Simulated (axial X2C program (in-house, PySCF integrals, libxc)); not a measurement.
Potential curves of CrC, with spin–orbit coupling

Computed with an axial X2C code built on PySCF integrals. Two-component (2c) means X2C with spin–orbit coupling and atomic mean-field two-electron Coulomb and Gaunt terms. Basis: Cr dyall-cv3z [9s10p6d3f2g], C dyall-v3z [7s6p2d1f] (cores contracted in-house); Gaussian nuclei, density fitting, unrestricted open shells. Masses: Cr 51.941 u, C 12.000 u.

State: Ω = 1 (⟨Sz⟩ = 1.00, ⟨Lz⟩ = 0.00 at TPSS). Energies in eV from the fragments at the same level (Cr + C). Fits are polynomials in 1 − R0/R over 0.85 to 1.23 times the lowest point R0.

```csv
R (Å),TPSS,PBE0
1.4642,-3.2125,-2.2269
1.5315,-3.4758,-2.4726
1.5820,-3.5396,-2.5665
1.6325,-3.5220,-2.6126
1.6830,-3.4489,-2.6250
1.7419,-3.3226,-2.6066
1.8008,-3.1758,-2.5595
1.8765,-2.9762,-2.4652
1.9691,-2.7256,-2.3105
2.1038,-2.3569,-2.0333
```

The state is one determinant whose occupation by symmetry is held fixed; it was picked as the lowest of a PBE0 search that is not exhaustive. De is counted from the lowest determinant-based energies of the atoms at the same level, without counterpoise correction. Density functionals use the spin component along the axis (collinear). A 2c atom that is not at its ground J level misses part of its spin–orbit lowering, and De is too large by that part (0.04 eV or less for light atoms). This holds for TPSS, PBE0. PBE0 can misorder states that lie within some tenths of an eV, so this need not be the ground state of the molecule. The nearest other 2c determinant of the search, Ω = 2, lies 0.14 eV up at the distance of the search. Without a current term, density functionals place determinants with orbital angular momentum somewhat too high. With several unpaired electrons one determinant need not be a pure state. Open-shell Ω = 0 determinants with evenly filled partner blocks cannot be reached by this program, so the Ω shown need not be the lowest component. The determinant is spin-polarised beyond a pure state at some levels (its spin-free form has ⟨S²⟩ too high), which makes Re and μ there less reliable.

Question: What are Re, ωe and De at the TPSS level?

Answer: At TPSS, 2c: Re = 1.594 Å, ωe ≈ 904 cm⁻¹, De = 3.54 eV to Cr + C; Be follows as 0.681 cm⁻¹.

Question: Fit the PBE0 curve near its minimum: give the equilibrium distance, the harmonic wavenumber and the well depth.

Answer: At PBE0, 2c: Re = 1.680 Å, ωe ≈ 538 cm⁻¹, De = 2.63 eV to Cr + C; Be follows as 0.613 cm⁻¹.
